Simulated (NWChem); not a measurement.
System: C$_{3}$H$_{5}$Br; SMILES C=C(C)Br

Input file for NWChem:

```
start job
memory heap 200 mb stack 900 mb global 1100 mb
geometry units angstroms noautoz
  C      1.309892    -1.528559     0.000000
  C      0.113003    -0.943809     0.000000
  C     -1.211093    -1.628176     0.000000
  Br     0.000407     0.956740     0.000000
  H      2.239049    -0.956894     0.000000
  H      1.373598    -2.620470     0.000000
  H     -1.800039    -1.343433     0.885922
  H     -1.076627    -2.719620     0.000000
  H     -1.800039    -1.343433    -0.885922
end
basis spherical
  * library 6-31g*
end
dft
  xc mpw1k
  iterations 150
  mulliken
end
task dft energy
```

Output (shortened):

```
             Northwest Computational Chemistry Package (NWChem) 7.3.0
             --------------------------------------------------------

 CS  symmetry detected

                             Geometry "geometry" -> ""
                             -------------------------

 Output coordinates in angstroms (scale by  1.889725989 to convert to a.u.)

  No.       Tag          Charge          X              Y              Z
 ---- ---------------- ---------- -------------- -------------- --------------
    1 C                    6.0000     1.30892330    -1.52437853     0.00000000
    2 C                    6.0000     0.11094720    -0.94185891     0.00000000
    3 C                    6.0000    -1.21187177    -1.62869103     0.00000000
    4 Br                  35.0000    -0.00518863     0.95847707     0.00000000
    5 H                    1.0000     2.23701389    -0.95098384     0.00000000
    6 H                    1.0000     1.37466303    -2.61616897     0.00000000
    7 H                    1.0000    -1.80134712    -1.34504552     0.88592200
    8 H                    1.0000    -1.07537304    -2.71988268     0.00000000
    9 H                    1.0000    -1.80134712    -1.34504552    -0.88592200

 Effective nuclear repulsion energy (a.u.)     228.7834393850

      Symmetry information
      --------------------

 Group name             Cs
 Group number              2
 Group order               2
 No. of unique centers     8

                                 NWChem DFT Module
                                 -----------------

 Summary of "ao basis" -> "ao basis" (spherical)
 ------------------------------------------------------------------------------
       Tag                 Description            Shells   Functions and Types
 ---------------- ------------------------------  ------  ---------------------
 C                           6-31g*                  6       14   3s2p1d
 Br                          6-31g*                 12       32   5s4p3d
 H                           6-31g*                  2        2   2s

      Symmetry analysis of basis
      --------------------------

        a'         60
        a"         24

            General Information
            -------------------
          SCF calculation type: DFT
          Wavefunction type:  closed shell.
          No. of atoms     :     9
          No. of electrons :    58
           Alpha electrons :    29
            Beta electrons :    29
          Charge           :     0
          Spin multiplicity:     1
          Use of symmetry is: on ; symmetry adaption is: on
          Maximum number of iterations: 150
          AO basis - number of functions:    84
                     number of shells:    40
          Convergence on energy requested:  1.00D-06
          Convergence on density requested:  1.00D-05
          Convergence on gradient requested:  5.00D-04

              XC Information
              --------------
                        MPW1K Method XC Functional
                     Hartree-Fock (Exact) Exchange  0.428
                        mPW91  Exchange Functional  0.572
                Perdew 1991 Correlation Functional  1.000 non-local
            Perdew 1991 LDA Correlation Functional  1.000 local

             Grid Information
             ----------------
          Grid used for XC integration:  medium
          Radial quadrature: Mura-Knowles
          Angular quadrature: Lebedev.
          Tag              B.-S. Rad. Rad. Pts. Rad. Cut. Ang. Pts.
          ---              ---------- --------- --------- ---------
          C                   0.70       49          10.0       434
          Br                  1.15      112          10.0       590
          H                   0.35       45          11.0       434
          Grid pruning is: on
          Number of quadrature shells:   439
          Spatial weights used:  Erf1

      Superposition of Atomic Density Guess
      -------------------------------------

 Sum of atomic energies:       -2687.55920367

      Non-variational initial energy
      ------------------------------

 Total energy =   -2689.614787
 1-e energy   =   -4190.391457
 2-e energy   =    1271.993230
 HOMO         =      -0.272196
 LUMO         =       0.043682

      Symmetry analysis of molecular orbitals - initial
      -------------------------------------------------

  Numbering of irreducible representations:

     1 a'          2 a"

  Orbital symmetries:

     1 a'          2 a'          3 a'          4 a'          5 a"
     6 a'          7 a'          8 a'          9 a'         10 a'
    11 a'         12 a"         13 a'         14 a'         15 a"
    16 a'         17 a"         18 a'         19 a'         20 a'
    21 a'         22 a'         23 a'         24 a"         25 a'
    26 a'         27 a"         28 a'         29 a"         30 a"
    31 a'         32 a'         33 a'         34 a'         35 a'
    36 a"         37 a'         38 a'         39 a'

     ---------------------------------------------
      Total Density - Mulliken Population Analysis
     ---------------------------------------------

    Atom       Charge   Shell Charges
 -----------   ------   -------------------------------------------------------
    1 C    6     6.61   2.00  0.74  2.02  0.62  1.21  0.03
    2 C    6     5.69   2.00  0.71  1.61  0.50  0.83  0.05
    3 C    6     6.68   2.00  0.72  2.04  0.67  1.23  0.03
    4 Br  35    35.19   2.00  2.00  6.00  2.00  5.99  1.56  3.84  0.37  1.40  6.97  2.93  0.13
    5 H    1     0.77   0.46  0.31
    6 H    1     0.76   0.46  0.31
    7 H    1     0.76   0.46  0.30
    8 H    1     0.76   0.46  0.30
    9 H    1     0.76   0.46  0.30

   convergence    iter        energy       DeltaE   RMS-Dens  Diis-err
 ---------------- ----- ----------------- --------- --------- ---------
 d= 0,ls=0.0,diis     1  -2691.2448405400 -2.92D+03  8.37D-03  3.39D-01
 d= 0,ls=0.0,diis     2  -2691.2534949968 -8.65D-03  5.07D-03  3.27D-01
 d= 0,ls=0.0,diis     3  -2691.2907141905 -3.72D-02  1.25D-03  1.88D-02
 d= 0,ls=0.0,diis     4  -2691.2931613436 -2.45D-03  3.19D-04  1.00D-03
 d= 0,ls=0.0,diis     5  -2691.2932831306 -1.22D-04  8.98D-05  6.52D-05
  Resetting Diis
 d= 0,ls=0.0,diis     6  -2691.2932918430 -8.71D-06  1.72D-05  1.97D-06
 d= 0,ls=0.0,diis     7  -2691.2932921240 -2.81D-07  5.06D-06  1.02D-07

         Total DFT energy =    -2691.293292124039
      One electron energy =    -4194.160699429668
           Coulomb energy =     1383.685018301451
    Exchange-Corr. energy =     -109.601050380854
 Nuclear repulsion energy =      228.783439385031

 Numeric. integr. density =       58.000006630200

                  Occupations of the irreducible representations
                  ----------------------------------------------

                     irrep           alpha         beta
                     --------     --------     --------
                     a'               22.0         22.0
                     a"                7.0          7.0

                       DFT Final Molecular Orbital Analysis
                       ------------------------------------

 Vector   27  Occ=2.000000D+00  E=-3.707429D-01  Symmetry=a"
              MO Center= -3.4D-02, -2.0D-02,  6.5D-13, r^2= 3.0D+00
   Bfn.  Coefficient  Atom+Function         Bfn.  Coefficient  Atom+Function
  ----- ------------  ---------------      ----- ------------  ---------------
    55      0.582102  4 Br pz                51     -0.261859  4 Br pz
    19      0.238217  2 C  pz                59      0.237286  4 Br pz
     5      0.184340  1 C  pz                23      0.177024  2 C  pz
    33     -0.166741  3 C  pz                 9      0.117595  1 C  pz
    37     -0.112372  3 C  pz                79     -0.102962  7 H  s

 Vector   28  Occ=2.000000D+00  E=-3.327684D-01  Symmetry=a'
              MO Center= -1.5D-02,  8.0D-01, -3.0D-14, r^2= 1.9D+00
   Bfn.  Coefficient  Atom+Function         Bfn.  Coefficient  Atom+Function
  ----- ------------  ---------------      ----- ------------  ---------------
    53      0.769937  4 Br px                49     -0.343285  4 Br px
    57      0.341489  4 Br px                 6     -0.114390  1 C  s
    34      0.104035  3 C  s                 45      0.102717  4 Br px
    32      0.094786  3 C  py                17     -0.089277  2 C  px
     4     -0.074629  1 C  py                82     -0.071640  8 H  s

 Vector   29  Occ=2.000000D+00  E=-2.913944D-01  Symmetry=a"
              MO Center=  4.4D-01, -4.4D-01,  2.9D-16, r^2= 3.1D+00
   Bfn.  Coefficient  Atom+Function         Bfn.  Coefficient  Atom+Function
  ----- ------------  ---------------      ----- ------------  ---------------
    55      0.511255  4 Br pz                 5     -0.349873  1 C  pz
    19     -0.287042  2 C  pz                 9     -0.282698  1 C  pz
    59      0.246547  4 Br pz                51     -0.225015  4 Br pz
    23     -0.194963  2 C  pz                80      0.091625  7 H  s
    84     -0.091625  9 H  s                 47      0.067237  4 Br pz

 Vector   30  Occ=0.000000D+00  E= 3.556828D-02  Symmetry=a"
              MO Center=  5.8D-01, -1.2D+00, -3.1D-13, r^2= 2.6D+00
   Bfn.  Coefficient  Atom+Function         Bfn.  Coefficient  Atom+Function
  ----- ------------  ---------------      ----- ------------  ---------------
     9      0.637207  1 C  pz                23     -0.633242  2 C  pz
    19     -0.428871  2 C  pz                 5      0.385663  1 C  pz
    80      0.231218  7 H  s                 84     -0.231218  9 H  s
    59      0.166969  4 Br pz                55      0.117745  4 Br pz
    79      0.081968  7 H  s                 83     -0.081968  9 H  s

 Vector   31  Occ=0.000000D+00  E= 4.217910D-02  Symmetry=a'
              MO Center=  9.1D-02,  2.6D-01,  1.8D-13, r^2= 3.6D+00
   Bfn.  Coefficient  Atom+Function         Bfn.  Coefficient  Atom+Function
  ----- ------------  ---------------      ----- ------------  ---------------
    20      0.949749  2 C  s                 58      0.845276  4 Br py
    22      0.567007  2 C  py                56     -0.480851  4 Br s
    54      0.450778  4 Br py                18      0.399088  2 C  py
    78      0.303016  6 H  s                 76     -0.281446  5 H  s
    52      0.246485  4 Br s                 82      0.218753  8 H  s

 Vector   32  Occ=0.000000D+00  E= 1.374965D-01  Symmetry=a'
              MO Center= -3.5D-01, -2.0D+00, -2.0D-12, r^2= 5.4D+00
   Bfn.  Coefficient  Atom+Function         Bfn.  Coefficient  Atom+Function
  ----- ------------  ---------------      ----- ------------  ---------------
    34      1.706983  3 C  s                 82     -1.113675  8 H  s
    78     -0.963900  6 H  s                  6      0.918581  1 C  s
    80     -0.702470  7 H  s                 84     -0.702470  9 H  s
    76     -0.493527  5 H  s                  8     -0.466620  1 C  py
    36     -0.442756  3 C  py                56     -0.440184  4 Br s

     ---------------------------------------------
      Total Density - Mulliken Population Analysis
     ---------------------------------------------

    Atom       Charge   Shell Charges
 -----------   ------   -------------------------------------------------------
    1 C    6     6.42   2.00  0.68  2.03  0.61  1.07  0.03
    2 C    6     5.98   2.00  0.69  1.93  0.50  0.82  0.05
    3 C    6     6.59   2.00  0.66  2.11  0.70  1.09  0.04
    4 Br  35    35.06   2.00  2.00  6.00  2.00  5.99  1.60  3.82  0.35  1.26  6.96  2.92  0.17
    5 H    1     0.79   0.52  0.27
    6 H    1     0.80   0.52  0.28
    7 H    1     0.78   0.51  0.27
    8 H    1     0.80   0.52  0.28
    9 H    1     0.78   0.51  0.27

     -------------------------------------------
      Total Density - Lowdin Population Analysis
     -------------------------------------------

    Atom       Charge   Shell Charges
 -----------   ------   -------------------------------------------------------
    1 C    6     6.30   1.99  0.56  1.86  0.44  1.38  0.07
    2 C    6     6.09   1.99  0.54  1.75  0.41  1.30  0.11
    3 C    6     6.39   1.99  0.55  1.92  0.44  1.42  0.07
    4 Br  35    35.00   2.00  2.00  5.99  1.99  5.90  1.26  3.49  0.59  1.72  6.72  3.08  0.26
    5 H    1     0.84   0.48  0.36
    6 H    1     0.85   0.48  0.36
    7 H    1     0.84   0.49  0.35
    8 H    1     0.85   0.49  0.36
    9 H    1     0.84   0.49  0.35

     Multipole analysis of the density
     ---------------------------------

     L   x y z        total         alpha         beta         nuclear
     -   - - -        -----         -----         ----         -------
     0   0 0 0     -0.000000    -29.000000    -29.000000     58.000000

     1   1 0 0     -0.074876     -0.037438     -0.037438     -0.000000
     1   0 1 0     -0.714738     -0.357369     -0.357369     -0.000000
     1   0 0 1     -0.000000     -0.000000     -0.000000      0.000000

     2   2 0 0    -25.891817    -73.129659    -73.129659    120.367501
     2   1 1 0      0.127332     -1.930311     -1.930311      3.987954
     2   1 0 1      0.000000      0.000000      0.000000      0.000000
     2   0 2 0    -24.978515   -166.222295   -166.222295    307.466075
     2   0 1 1      0.000000      0.000000      0.000000      0.000000
     2   0 0 2    -28.901380    -17.253467    -17.253467      5.605555
```

Level: MPW1K/6-31G* (spherical d). Geometry: optimised at PBE0/def2-SVP.
